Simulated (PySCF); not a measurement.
PySCF input for Hf(OH)3 (H₃HfO₃), SMILES [OH][Hf]([OH])[OH] (connectivity only; charge and spin as stated), neutral, multiplicity 2, IEF-PCM-B3LYP/def2-SVP. Geometry: PBE0-D3(BJ)/def2-SVP. The spin state was assumed, not searched. The isomer is the one that the SMILES or the coordinates give; other isomers of the formula were not compared. The def2 effective core potentials stand for the cores of Hf; spin–orbit coupling is left out. One conformer was computed; it need not be the lowest.

```python
import numpy as np
from pyscf import gto, scf, dft
from pyscf.solvent import pcm

mol = gto.M(
    atom='''
    Hf   -0.00000000    0.00000000   -0.00000000
    O     1.92868179    0.00000000    0.00000000
    H     2.88275271    0.00000001    0.00000000
    O    -0.96434089   -1.67028743    0.00000000
    H    -1.44137635   -2.49653708   -0.00000000
    O    -0.96434090    1.67028743    0.00000000
    H    -1.44137636    2.49653708   -0.00000000
    ''',
    basis='def2-SVP',
    ecp={'Hf': 'def2-svp'},
    charge=0,
    spin=1,
    max_memory=1600,
    verbose=3,
)
mf = dft.UKS(mol, xc='b3lyp').density_fit(auxbasis='def2-universal-jkfit')
mf.grids.level = 3
mf.conv_tol = 1e-9
mf.max_cycle = 100
mf.kernel()
fine, coarse = mf.grids, dft.Grids(mol).set(level=1).build(with_non0tab=True)
for _ in range(3):  # follow internal instabilities
    mf.grids = coarse
    mo, _, stable, _ = mf.stability(return_status=True, nroots=4)
    mf.grids = fine
    if stable:
        break
    mf.kernel(mf.make_rdm1(mo, mf.mo_occ))
res = {}
for name, eps in {'water': 78.355, 'toluene': 2.3741, 'chloroform': 4.7113}.items():
    s = mf.PCM()
    s.with_solvent.method, s.with_solvent.eps, s.with_solvent.lebedev_order = 'IEF-PCM', eps, 29
    s.kernel(mf.make_rdm1())
    res[name] = (s.e_tot, eps, s.dip_moment(), s.mo_energy, s.converged)
    print(f'{name}: electrostatic solvation free energy {(s.e_tot - mf.e_tot) * 627.509474:.3f} kcal/mol')
```

It prints:

```

WARN: HOMO -0.383911341967977 >= LUMO -0.383911341967995

converged SCF energy = -275.497106097745  <S^2> = 0.75117184  2S+1 = 2.0011715
<class 'pyscf.df.df_jk.DFUKS'> wavefunction is stable in the internal stability analysis

WARN: PCM is an experimental feature. It is still in testing.
Features and APIs may be changed in the future.

converged SCF energy = -275.507426195485  <S^2> = 0.75117376  2S+1 = 2.0011734
Dipole moment(X, Y, Z, Debye):  0.00019, -0.00000,  0.00000
water: electrostatic solvation free energy -6.476 kcal/mol

WARN: PCM is an experimental feature. It is still in testing.
Features and APIs may be changed in the future.

converged SCF energy = -275.501961022117  <S^2> = 0.75117248  2S+1 = 2.0011721
Dipole moment(X, Y, Z, Debye): -0.00104, -0.00000, -0.00000
toluene: electrostatic solvation free energy -3.047 kcal/mol

WARN: PCM is an experimental feature. It is still in testing.
Features and APIs may be changed in the future.

converged SCF energy = -275.504454778189  <S^2> = 0.75117298  2S+1 = 2.0011726
Dipole moment(X, Y, Z, Debye): -0.00093, -0.00000, -0.00000
chloroform: electrostatic solvation free energy -4.611 kcal/mol
```

Self-consistency was reached.

Cost: very roughly 40 core-seconds.
